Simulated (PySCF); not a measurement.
C₆ coefficients of unlike pairs at PBE0

Calculated with PySCF 2.14 from the dipole response of each species, C₆(A,B) = (3/π) ∫ α_A(iu) α_B(iu) du, in atomic units, from isotropic polarisabilities. For ions this is the dispersion term alone; charge-induced terms of lower order in 1/R come first.

| species | configuration | basis | relativity | α (bohr³) | C₆ (like pair) |
| --- | --- | --- | --- | --- | --- |
| Cl²⁺ | [Ne] 3s2 3p3 (4S) | aug-cc-pV(Q+d)Z with one added diffuse shell each of s, p, d, f, g type (8s7p6d4f3g) | none | 5.863 | 20.84 |
| Zr | [Kr] 4d2 5s2 (3F) | dyall-av2z (22s15p11d2f) | none | 138.0 | 1960 |
| F⁺ | [He] 2s2 2p4 (3P) | dyall-av2z (11s7p2d) | none | 1.715 | 3.191 |
| Fe³⁺ | [Ar] 3d5 (6S) | aug-cc-pVDZ (7s6p4d2f) | none | 1.799 | 4.212 |

Question: Estimate C₆ for Zr with Cl²⁺.

Answer: The integral gives 154.4. The combination rule 2 C_A C_B / (C_A α_B/α_A + C_B α_A/α_B) gives 142.4 and the geometric mean 202.1.

No spin-orbit coupling is included.

The other pairs:

```
      pair     C₆
Fe³⁺, Cl²⁺  8.662
  F⁺, Cl²⁺  7.806
  Fe³⁺, Zr  53.73
  Fe³⁺, F⁺  3.643
    F⁺, Zr  50.07
```
